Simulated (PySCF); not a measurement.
Electronic structure of F⁺ (fluorine, charge +1) at the UHF level

Configuration: [He] 2s2 2p4, high-spin 3P determinant. Computed with PySCF 2.14 in def2-TZVP, with the non-relativistic Hamiltonian (point nucleus).

```
Total energy                                                  : -98.836473 hartree
One-electron energy                                           : -133.1997 hartree
Hartree (Coulomb) energy                                      : 44.0372 hartree
Exchange energy                                               : -9.6740 hartree
Kinetic energy                                                : 98.85665 hartree
⟨S²⟩                                                          : 2.0051
⟨L²⟩                                                          : 2.009
Sum of ⟨r⟩                                                    : 6.158 bohr
Sum of ⟨r²⟩                                                   : 7.108 bohr²
Traceless quadrupole moment −½Σ⟨3z² − r²⟩ along its main axis : -0.537 e·bohr²
Density at the nucleus (Gaussians lack the cusp)              : 438 bohr⁻³
Spin density at the nucleus                                   : 0.110 bohr⁻³
Langevin diamagnetic susceptibility                           : -5.63 ×10⁻⁶ cm³/mol
Time after the integrals                                      : 0.1 s of wall time on 1 thread of Neoverse-V1 (shared host)
```

| shell | electrons | mean orbital energy (hartree) | spread (hartree) | rms radius, mean of both spins (bohr) |
| --- | --- | --- | --- | --- |
| 1s α | 1 | -27.19325 | 0 | 0.204 |
| 1s β | 1 | -27.08562 | 0 | 0.204 |
| 2s α | 1 | -2.40017 | 0 | 1.06 |
| 2s β | 1 | -1.99438 | 0 | 1.06 |
| 2p α | 3 | -1.49652 | 0.12130 | 1.09 |
| 2p β | 1 | -1.31032 | 0 | 1.09 |
